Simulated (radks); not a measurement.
The numbers below are computed, except where a source is named.
Species: Pm6+. Configuration: [Xe] 6s1 (not the ground configuration).

Level of theory: scalar-relativistic Kohn-Sham, PBEsol, spin-unpolarised, spherical densities, point nucleus (a radial shooting solver on a logarithmic mesh with Libxc functionals).

Energy parts (hartree):
part                       energy
total                 -10006.8203
kinetic                10675.0702
electron-nucleus      -24107.9790
Hartree                 3646.4477
exchange-correlation    -220.3593

Orbitals (lengths in bohr, moments of r in powers of bohr; r(90%) holds 90 % of the orbital's charge):
orbital,occ.,eigenvalue (hartree),<r>,<r^4>,r(90%),<1/r>
1s,2,-1658.090,0.02318,1.418e-06,0.0419,67.41
2s,2,-273.2751,0.09901,0.0002300,0.153,15.58
2p,6,-244.5081,0.08715,0.0001700,0.142,14.66
3s,2,-63.21710,0.2607,0.009098,0.382,5.690
3p,6,-54.18808,0.2589,0.009506,0.388,5.371
3d,10,-41.79892,0.2364,0.007720,0.369,5.096
4s,2,-15.96561,0.5846,0.2136,0.837,2.427
4p,6,-12.94841,0.6151,0.2718,0.891,2.248
4d,10,-8.67827,0.6603,0.3982,0.983,2.003
5s,2,-4.70430,1.271,4.555,1.80,1.058
5p,6,-3.80024,1.400,6.816,1.99,0.9491
6s,1,-2.00247,2.514,66.34,3.49,0.5249

The highest occupied level is 6s at -54.490 eV. Summed over all electrons, <r^2> = 33.49 bohr^2, which gives a Langevin (diamagnetic) susceptibility term of -26.5 x 10^-6 cm^3/mol. The density falls to 0.001 e/bohr^3 at r = 3.63 bohr.
